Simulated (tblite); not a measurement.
Record of a relaxation.

Species: C₇H₁₂Ge.
Numbering: `[CH:1]1=[C:2]([CH:3]2[CH2:4][CH2:5]2)[CH2:6][GeH2:7][CH2:8]1` (hydrogens: H9 on C1; H10 on C3; H11, H12 on C4; H13, H14 on C5; H15, H16 on C6; H17, H18 on Ge7; H19, H20 on C8)

Computed with GFN2-xTB (tblite), gas phase: L-BFGS steps from a force-field or distance-geometry start until the largest atomic force falls under 0.01 eV/Å. 7 of its 142 geometries are shown.

Step 0: E = -624.2479 eV, largest atomic force 5.681 eV/Å
```
atom  x, y, z in Å  |  force x, y, z in eV/Å
C1     -0.812   -1.086   -0.136   -1.625  -4.184  -2.078
C2     -0.122   -0.178    0.414    4.630   1.633   2.858
C3      1.351   -0.464    0.863   -1.953   0.861  -0.572
C4      2.208   -1.025   -0.209    1.502  -0.360   0.195
C5      2.365    0.428    0.214    0.567  -0.166  -0.556
C6     -0.685    1.152    0.682    0.110   1.722   0.309
Ge7    -2.035    1.204   -0.714   -0.815   0.362  -0.215
C8     -2.197   -0.752   -0.524   -0.965   0.507  -0.063
H9     -0.423   -2.124   -0.340   -0.406   1.141   0.261
H10     1.411   -0.762    1.913    0.271   0.029  -0.456
H11     3.030   -1.728    0.122   -0.983   0.819  -0.608
H12     1.867   -1.166   -1.230   -0.220  -0.344   0.458
H13     2.026    1.208   -0.502    0.229  -0.710   0.668
H14     3.340    0.642    0.654   -0.578   0.225   0.259
H15     0.069    1.974    0.548   -0.498  -0.754   0.641
H16    -1.204    1.238    1.670    0.727  -0.065  -0.549
H17    -1.446    1.616   -2.052   -0.257   0.114   0.112
H18    -3.320    1.926   -0.292    0.236   0.081  -0.361
H19    -2.867   -0.883    0.360    0.113  -0.408  -0.829
H20    -2.561   -1.209   -1.446   -0.084  -0.502   0.526
```

Step 24: E = -624.9706 eV, largest atomic force 0.073 eV/Å
```
atom  x, y, z in Å  |  force x, y, z in eV/Å
C1     -0.850   -1.105   -0.135   -0.002   0.030   0.061
C2     -0.072   -0.183    0.428   -0.016  -0.016  -0.068
C3      1.347   -0.422    0.801    0.002  -0.029   0.015
C4      2.286   -1.028   -0.199    0.002  -0.013  -0.006
C5      2.432    0.412    0.182   -0.047   0.003   0.003
C6     -0.658    1.181    0.680   -0.024   0.032  -0.032
Ge7    -2.111    1.226   -0.668   -0.021   0.020   0.006
C8     -2.251   -0.751   -0.538   -0.007   0.048  -0.009
H9     -0.502   -2.115   -0.299    0.018   0.011  -0.037
H10     1.492   -0.697    1.841   -0.004  -0.016   0.044
H11     3.029   -1.735    0.136    0.016  -0.014   0.032
H12     1.895   -1.239   -1.182   -0.013  -0.041  -0.021
H13     2.139    1.151   -0.548    0.018   0.031  -0.028
H14     3.275    0.706    0.789   -0.024   0.006   0.011
H15     0.099    1.961    0.617   -0.004   0.008  -0.012
H16    -1.084    1.223    1.686    0.026   0.003  -0.006
H17    -1.613    1.672   -2.022   -0.018   0.006   0.015
H18    -3.341    2.058   -0.367    0.036  -0.055   0.031
H19    -2.965   -1.032    0.241    0.029  -0.010  -0.006
H20    -2.551   -1.273   -1.447    0.032  -0.003   0.007
```

Step 47: E = -625.0092 eV, largest atomic force 0.076 eV/Å
```
atom  x, y, z in Å  |  force x, y, z in eV/Å
C1     -0.829   -1.067   -0.246   -0.015  -0.009   0.034
C2     -0.060   -0.156    0.336    0.032   0.013  -0.033
C3      1.328   -0.408    0.807    0.017   0.017  -0.028
C4      2.336   -1.125   -0.041    0.002   0.001   0.010
C5      2.457    0.353    0.173    0.021  -0.002  -0.016
C6     -0.606    1.233    0.565   -0.008  -0.039   0.010
Ge7    -2.244    1.248   -0.546    0.034  -0.012  -0.005
C8     -2.236   -0.731   -0.648    0.011  -0.028   0.011
H9     -0.475   -2.075   -0.414   -0.019   0.012   0.006
H10     1.395   -0.568    1.881    0.006   0.030  -0.040
H11     3.048   -1.773    0.449   -0.018  -0.009   0.006
H12     2.043   -1.472   -1.022   -0.052   0.030   0.047
H13     2.214    0.994   -0.661    0.019   0.007  -0.004
H14     3.254    0.735    0.794   -0.007  -0.038   0.006
H15     0.140    1.986    0.308   -0.046  -0.024   0.024
H16    -0.838    1.363    1.625    0.002   0.019  -0.023
H17    -2.052    1.909   -1.886    0.001   0.013   0.001
H18    -3.457    1.885    0.076   -0.022  -0.009   0.018
H19    -2.938   -1.167    0.068    0.011   0.005  -0.012
H20    -2.483   -1.153   -1.623    0.029   0.022  -0.011
```

Step 70: E = -625.0276 eV, largest atomic force 0.063 eV/Å
```
atom  x, y, z in Å  |  force x, y, z in eV/Å
C1     -0.787   -1.016   -0.306   -0.011  -0.018   0.015
C2     -0.042   -0.087    0.279    0.019   0.001   0.011
C3      1.323   -0.328    0.813    0.018  -0.009  -0.003
C4      2.303   -1.214    0.105    0.015   0.030  -0.004
C5      2.526    0.267    0.135   -0.010  -0.008  -0.004
C6     -0.597    1.301    0.477    0.011  -0.009  -0.005
Ge7    -2.357    1.230   -0.421   -0.047  -0.011   0.040
C8     -2.182   -0.715   -0.769    0.021   0.014  -0.018
H9     -0.420   -2.024   -0.444    0.001   0.010   0.005
H10     1.353   -0.332    1.900    0.013  -0.016  -0.017
H11     2.948   -1.847    0.696   -0.007  -0.002  -0.012
H12     2.007   -1.647   -0.838   -0.016  -0.027   0.036
H13     2.374    0.815   -0.783   -0.009   0.000   0.004
H14     3.322    0.660    0.749   -0.010   0.006  -0.008
H15     0.087    2.039    0.056    0.001   0.010  -0.008
H16    -0.670    1.520    1.544   -0.024   0.001   0.001
H17    -2.465    2.099   -1.648    0.005  -0.035   0.010
H18    -3.521    1.595    0.463    0.003   0.012  -0.018
H19    -2.900   -1.308   -0.196    0.025   0.033  -0.018
H20    -2.308   -0.998   -1.815    0.003   0.017  -0.006
```

Step 94: E = -625.0325 eV, largest atomic force 0.042 eV/Å
```
atom  x, y, z in Å  |  force x, y, z in eV/Å
C1     -0.767   -0.995   -0.320   -0.004  -0.012   0.005
C2     -0.038   -0.070    0.288    0.001   0.001   0.008
C3      1.325   -0.298    0.833   -0.012  -0.033   0.001
C4      2.281   -1.249    0.179   -0.007  -0.006   0.009
C5      2.522    0.227    0.091    0.011   0.002  -0.010
C6     -0.594    1.321    0.467   -0.003   0.006   0.001
Ge7    -2.393    1.215   -0.346   -0.008  -0.008  -0.040
C8     -2.142   -0.689   -0.835    0.007   0.011   0.004
H9     -0.400   -2.003   -0.455    0.008  -0.009   0.007
H10     1.367   -0.223    1.916    0.017  -0.001  -0.007
H11     2.929   -1.843    0.806   -0.006   0.010  -0.007
H12     1.957   -1.758   -0.716    0.016   0.007   0.011
H13     2.352    0.710   -0.859    0.002  -0.010  -0.021
H14     3.337    0.654    0.655   -0.002   0.007   0.012
H15     0.061    2.042   -0.024   -0.003   0.028  -0.004
H16    -0.611    1.586    1.525    0.000  -0.009   0.015
H17    -2.604    2.129   -1.524    0.002   0.009   0.012
H18    -3.528    1.476    0.605   -0.010   0.003   0.009
H19    -2.873   -1.357   -0.376   -0.003   0.004  -0.003
H20    -2.188   -0.864   -1.911   -0.007  -0.001  -0.003
```

Step 118: E = -625.0339 eV, largest atomic force 0.015 eV/Å
```
atom  x, y, z in Å  |  force x, y, z in eV/Å
C1     -0.762   -0.986   -0.329    0.009  -0.001   0.007
C2     -0.037   -0.062    0.287    0.000   0.004   0.003
C3      1.326   -0.284    0.832   -0.002   0.004   0.002
C4      2.278   -1.267    0.222   -0.008  -0.006   0.011
C5      2.521    0.202    0.057    0.005  -0.004  -0.003
C6     -0.597    1.327    0.469   -0.008   0.006   0.004
Ge7    -2.407    1.210   -0.322    0.000  -0.002  -0.004
C8     -2.126   -0.673   -0.869    0.006   0.007   0.000
H9     -0.394   -1.994   -0.460    0.003  -0.009  -0.010
H10     1.382   -0.156    1.910   -0.005   0.006  -0.006
H11     2.927   -1.825    0.880    0.006  -0.011  -0.003
H12     1.957   -1.822   -0.645   -0.001  -0.001  -0.001
H13     2.346    0.632   -0.917    0.002   0.001  -0.003
H14     3.338    0.657    0.596    0.001   0.010   0.000
H15     0.045    2.054   -0.032   -0.008  -0.002   0.002
H16    -0.602    1.593    1.528    0.000  -0.005   0.001
H17    -2.664    2.167   -1.455    0.005   0.001  -0.004
H18    -3.532    1.406    0.659    0.001   0.007   0.006
H19    -2.866   -1.361   -0.460    0.002  -0.007   0.009
H20    -2.138   -0.808   -1.952   -0.007   0.002  -0.011
```

Step 141: E = -625.0369 eV, largest atomic force 0.008 eV/Å
```
atom  x, y, z in Å  |  force x, y, z in eV/Å
C1     -0.722   -0.947   -0.392    0.001   0.000   0.007
C2     -0.032   -0.044    0.292    0.001   0.001  -0.005
C3      1.346   -0.229    0.808    0.002   0.004   0.000
C4      2.274   -1.289    0.295    0.002  -0.001  -0.005
C5      2.521    0.145   -0.058   -0.002  -0.004   0.002
C6     -0.654    1.300    0.587    0.000  -0.001   0.001
Ge7    -2.407    1.220   -0.328    0.004   0.002   0.005
C8     -2.107   -0.656   -0.889    0.002   0.007   0.002
H9     -0.319   -1.927   -0.605    0.001   0.003  -0.001
H10     1.442    0.030    1.858    0.003   0.000   0.001
H11     2.937   -1.767    1.000   -0.002   0.000   0.001
H12     1.928   -1.946   -0.486    0.002   0.003   0.001
H13     2.317    0.454   -1.073   -0.002  -0.002   0.007
H14     3.357    0.657    0.395   -0.007  -0.001  -0.004
H15    -0.004    2.098    0.228   -0.003  -0.002  -0.001
H16    -0.750    1.435    1.667    0.006  -0.003  -0.002
H17    -2.559    2.195   -1.464    0.002   0.000  -0.002
H18    -3.591    1.433    0.576   -0.006  -0.003  -0.003
H19    -2.821   -1.353   -0.446    0.000   0.001  -0.002
H20    -2.159   -0.798   -1.970   -0.003  -0.005  -0.003
```

Task: Summarise the path.

Result: The energy falls by 18.19 kcal/mol from step 0 to step 141; nine tenths of that is first reached at step 14. It falls at every step. The largest force goes from 5.681 to 0.008 eV/Å. Among the bonds C2–C3 changes most, from 1.566 to 1.483 Å; the atoms move by 0.698 Å rms after alignment.

What follows is the cost of the whole relaxation. Hardware: Intel Xeon, one thread, shared host with 64 logical CPUs at a one-minute load of 58. Cost: 1.9 s.
